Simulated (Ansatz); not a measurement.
PBE exchange is replaced step by step with exact exchange (0 % is PBE, 25 % PBE0; no dispersion term), basis def2-TZVP, Ansatz. System: ScCl₃. Total charge 0; singlet. Geometry: r2SCAN-D4/def2-SVP, each spin state at its own.

Geometry of the singlet:

Cartesian coordinates in Å:
```
Sc -0.002 0.000 0.003
Cl 0.743 -1.681 1.332
Cl 1.182 1.928 -0.157
Cl -1.923 -0.247 -1.178
```

The structure comes from a short search, and lower isomers may exist.

| exact exchange (%) | HOMO (eV) | LUMO (eV) | gap (eV) | triplet − singlet (kJ/mol) |
| --- | --- | --- | --- | --- |
| 0 | -7.88 | -4.18 | 3.71 | 373.9 |
| 5 | -8.16 | -3.99 | 4.16 | 380.9 |
| 10 | -8.43 | -3.81 | 4.62 | 387.9 |
| 15 | -8.71 | -3.63 | 5.08 | 394.9 |
| 25 | -9.26 | -3.26 | 6.00 | 409.3 |
| 35 | -9.82 | -2.89 | 6.93 | 424.2 |

Q: Fit a straight line to the column «triplet − singlet (kJ/mol)» against the share of exact exchange and predict its value at 50 %.

A: With x = exact exchange (%) and y = triplet − singlet (kJ/mol): mean x = 15, mean y = 395.2; Σ(x − x̄)(y − ȳ) = 1220, Σ(x − x̄)² = 850; slope b = 1.435, intercept a = ȳ − b·x̄ = 373.7. The residuals of the fitted rows reach 0.3. At x = 50 the line gives 373.7 + (1.435 × 50) = 445.4; the run gave 447.6, 2.2 more than the line.
